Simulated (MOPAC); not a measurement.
A run for MOPAC: PM7 on CH4OSn (SMILES [CH3][Sn][OH]), a point of a torsion scan.

```
PM7 1SCF PRECISE CHARGE=0 THREADS=1
CH4OSn

C     -1.05833796 1    -0.05568972 1    -0.01712259 1
Sn     0.61248139 1     1.48652533 1    -0.27266262 1
O      2.17871732 1     0.25850153 1     0.12615602 1
H     -0.96356698 1    -0.86749254 1    -0.74360594 1
H     -2.07120971 1     0.34081672 1    -0.10389043 1
H     -0.96445903 1    -0.50660295 1     0.97421786 1
H      2.50338810 1    -0.54141721 1    -0.27487428 1
```

The log:

```
*******************************************************************************
 **                                                                           **
 **                              MOPAC v23.2.5                                **
 **                                                                           **
 *******************************************************************************
 ** MOPAC's Digital Object Identifier: https://doi.org/10.5281/zenodo.6511958 **
 **                                                                           **
 ** Please cite the open-source release paper for use of this MOPAC version:  **
 ** J. E. Moussa and J. J. P. Stewart (2026)                                  **
 ** MOPAC: An open-source semiempirical molecular orbital program             **
 ** J. Open Source Softw., 11(119), 8025, https://doi.org/10.21105/joss.08025 **
 *******************************************************************************

                              PM7 CALCULATION RESULTS

 *******************************************************************************
 *  PM7        - The PM7 Hamiltonian to be used
 *
 *
 *
 *                 CHARGE ON SYSTEM = 0
 *
 *
 *
 *  PRECISE    - TIGHTER CRITERIA TO BE USED
 *  1SCF       - DO 1 SCF AND THEN STOP
 *  THREADS=1  - MULTI-THREADING NOT USED
 *  T=         - A TIME OF 172800.0 SECONDS REQUESTED
 *  DUMP=N     - RESTART FILE WRITTEN EVERY 7200.0 SECONDS REQUESTED
 *******************************************************************************
PM7 1SCF PRECISE CHARGE=0 THREADS=1
 CH4OSn

   ATOM   CHEMICAL          X               Y               Z
  NUMBER   SYMBOL      (ANGSTROMS)     (ANGSTROMS)     (ANGSTROMS)

     1       C         -1.05833796  *  -0.05568972  *  -0.01712259  *
     2      Sn          0.61248139  *   1.48652533  *  -0.27266262  *
     3       O          2.17871732  *   0.25850153  *   0.12615602  *
     4       H         -0.96356698  *  -0.86749254  *  -0.74360594  *
     5       H         -2.07120971  *   0.34081672  *  -0.10389043  *
     6       H         -0.96445903  *  -0.50660295  *   0.97421786  *
     7       H          2.50338810  *  -0.54141721  *  -0.27487428  *



          CARTESIAN COORDINATES

    NO.       ATOM           X           Y           Z

     1         C         -1.0583     -0.0557     -0.0171
     2        Sn          0.6125      1.4865     -0.2727
     3         O          2.1787      0.2585      0.1262
     4         H         -0.9636     -0.8675     -0.7436
     5         H         -2.0712      0.3408     -0.1039
     6         H         -0.9645     -0.5066      0.9742
     7         H          2.5034     -0.5414     -0.2749

 General Reference for PM7:
 "Optimization of Parameters for Semiempirical Methods VI: More Modifications to the
 NDDO Approximations and Re-optimization of Parameters", J. J. P. Stewart, J. Mol. Mod., 1:32, 19 (2013)
 https://link.springer.com/article/10.1007/s00894-012-1667-x

           Empirical Formula: C H4 O Sn  =     7 atoms



      MOLECULAR POINT GROUP   :   C1


      RHF CALCULATION, NO. OF DOUBLY OCCUPIED LEVELS = 9


 -------------------------------------------------------------------------------
 PM7 1SCF PRECISE CHARGE=0 THREADS=1
 CH4OSn



     1SCF WAS SPECIFIED, SO BFGS WAS NOT USED
     SCF FIELD WAS ACHIEVED


                              PM7 CALCULATION
                                                       MOPAC v23.2.5 Linux




          FINAL HEAT OF FORMATION =        -19.49690 KCAL/MOL =     -81.57502 KJ/MOL


          COSMO AREA              =        113.05 SQUARE ANGSTROMS
          COSMO VOLUME            =        102.55 CUBIC ANGSTROMS

          IONIZATION POTENTIAL    =          9.535952 EV
          HOMO LUMO ENERGIES (EV) =         -9.536  1.437
          NO. OF FILLED LEVELS    =          9
          MOLECULAR WEIGHT        =        150.7320         POINT GROUP:  C1

          MOLECULAR DIMENSIONS (Angstroms)

            Atom       Atom       Distance
            H     7    H     5     4.66203
           Sn     2    H     4     2.65944
            H     4    H     6     1.61412


          SCF CALCULATIONS        =          1





   ATOM   CHEMICAL          X               Y               Z
  NUMBER   SYMBOL      (ANGSTROMS)     (ANGSTROMS)     (ANGSTROMS)

     1       C         -1.05833796  *  -0.05568972  *  -0.01712259  *
     2      Sn          0.61248139  *   1.48652533  *  -0.27266262  *
     3       O          2.17871732  *   0.25850153  *   0.12615602  *
     4       H         -0.96356698  *  -0.86749254  *  -0.74360594  *
     5       H         -2.07120971  *   0.34081672  *  -0.10389043  *
     6       H         -0.96445903  *  -0.50660295  *   0.97421786  *
     7       H          2.50338810  *  -0.54141721  *  -0.27487428  *

                             CARTESIAN COORDINATES

   1    C       -1.058337960    -0.055689720    -0.017122590
   2   Sn        0.612481390     1.486525330    -0.272662620
   3    O        2.178717320     0.258501530     0.126156020
   4    H       -0.963566980    -0.867492540    -0.743605940
   5    H       -2.071209710     0.340816720    -0.103890430
   6    H       -0.964459030    -0.506602950     0.974217860
   7    H        2.503388100    -0.541417210    -0.274874280


           Empirical Formula: C H4 O Sn  =     7 atoms



      MOLECULAR POINT GROUP   :   C1


                  EIGENVALUES
 -26.14399 -23.39269 -16.13974 -13.46536 -13.42938 -12.20024 -11.74354 -11.03283
  -9.53595   1.43703   2.35324   2.61934   6.01063   6.13421   6.91567   7.50777


              NET ATOMIC CHARGES AND DIPOLE CONTRIBUTIONS

  ATOM NO.   TYPE          CHARGE      No. of ELECS.   s-Pop       p-Pop
    1          C          -0.740293        4.7403     1.06917     3.67113
    2         Sn           0.883123        3.1169     1.67942     1.43745
    3          O          -0.978612        6.9786     1.77063     5.20798
    4          H           0.145952        0.8540     0.85405
    5          H           0.155026        0.8450     0.84497
    6          H           0.149681        0.8503     0.85032
    7          H           0.385123        0.6149     0.61488
 DIPOLE           X         Y         Z       TOTAL
 POINT-CHG.    -2.160     3.568    -2.095     4.668
 HYBRID         0.942    -5.020     1.283     5.266
 SUM           -1.218    -1.451    -0.812     2.061


          ATOMIC ORBITAL ELECTRON POPULATIONS

     Atom    s        px        py        pz
    1  C   1.06917   1.23507   1.25365   1.18241
    2 Sn   1.67942   0.47236   0.86521   0.09989
    3  O   1.77063   1.78719   1.59189   1.82890
    4  H   0.85405
    5  H   0.84497
    6  H   0.85032
    7  H   0.61488

 **********************
 *                    *
 * JOB ENDED NORMALLY *
 *                    *
 **********************




 == MOPAC DONE ==
```

The run finished.

Cost: very roughly 0.020 core-seconds.
